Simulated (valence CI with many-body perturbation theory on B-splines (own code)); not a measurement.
# Hf+: configurations and terms from energies and g

Method: configuration interaction combined with many-body perturbation theory (CI+MBPT): three valence electrons over a frozen Dirac-Fock core [Xe] 4f14, a basis of 9 s, 9 p, 10 d, 8 f, 5 g, 3 h, 1 i functions for each j, with the one-electron correlation potential Σ1 (screened to all orders), the two-electron term Σ2, the three-electron term Σ3, Breit, model QED; selected single and double excitations, second order for the rest (own B-spline code, finite nucleus).

Set against measurement, 13 paired levels are off by 602 cm⁻¹ on average, the worst by 1220. These come from a selection out of the NIST Handbook of Basic Atomic Spectroscopic Data. Levels without a partner in it may be off by more, other configurations by 1,000 to 4,000 cm⁻¹. 1 measured level below the end of the list, from 34942 cm⁻¹ on, found no clear computed partner.

| No. | J | Parity | E (cm⁻¹) | g |
| --- | --- | --- | --- | --- |
| 1 | 3/2 | even | 0.0 | 0.780 |
| 3 | 3/2 | even | 2887 | 0.429 |
| 5 | 7/2 | even | 5465 | 1.236 |
| 6 | 9/2 | even | 7451 | 1.330 |
| 7 | 5/2 | even | 11281 | 0.924 |
| 8 | 1/2 | even | 11380 | 2.589 |
| 9 | 3/2 | even | 12338 | 1.680 |
| 10 | 5/2 | even | 12892 | 1.462 |
| 13 | 7/2 | even | 14192 | 1.100 |
| 15 | 9/2 | even | 16588 | 1.119 |
| 19 | 5/2 | even | 17980 | 1.054 |
| 20 | 7/2 | even | 19414 | 1.225 |
| 21 | 9/2 | even | 20940 | 1.314 |
| 22 | 1/2 | even | 25021 | 2.614 |

Energies count from the lowest level. Strongly mixed levels and levels close to another of their J and parity are left out, so the numbers can have gaps.

(1) Give configuration and LS term of each level.

Answers

(1) 1: 5d6s² ²D; 3: 5d²6s ⁴F; 5: 5d²6s ⁴F; 6: 5d²6s ⁴F; 7: 5d²6s ²F; 8: 5d²6s ⁴P; 9: 5d²6s ⁴P; 10: 5d²6s ⁴P; 13: 5d²6s ²F; 15: 5d²6s ²G; 19: 5d³ ⁴F; 20: 5d³ ⁴F; 21: 5d³ ⁴F; 22: 5d³ ⁴P.
